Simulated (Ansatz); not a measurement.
Reaction (isomerisation): `CC1(F)[SiH2]S1` → `F[Si]1(S)CC1`

Computed with Ansatz on PBE0-D4/def2-TZVP structures; ΔE is electronic, products minus reactants. CBS: MP2 limit from def2 TZ/QZ plus the TZ coupled-cluster correction, frozen cores. Functionals use def2-TZVPP. B3LYP here is the variant with VWN-RPA as its local correlation; programs differ in this. Each species was taken in one conformer, which may not be the lowest.

Question: Is it downhill or uphill in electronic energy at CCSD(T)/CBS, and by how much? (Estimate.)

Answer: The calculation gave: Downhill: ΔE = -2.00 eV.

Question: What do these levels give: ωB97X-V, ωB97M-V, B3LYP, CCSD/def2-TZVPP, CCSD(T)/def2-TZVPP, HF/CBS(def2)? (Best estimate.)

Answer: The calculation gave: ωB97X-V -1.94, ωB97M-V -1.99, B3LYP -1.94, CCSD/def2-TZVPP -2.05, CCSD(T)/def2-TZVPP -2.00, HF/CBS(def2) -2.10 eV.

Largest T1 diagnostic among the species: 0.013.

From PBE to PBE0 (25 % exact exchange), in def2-TZVPP and without D4, ΔE moves by −0.10 eV.
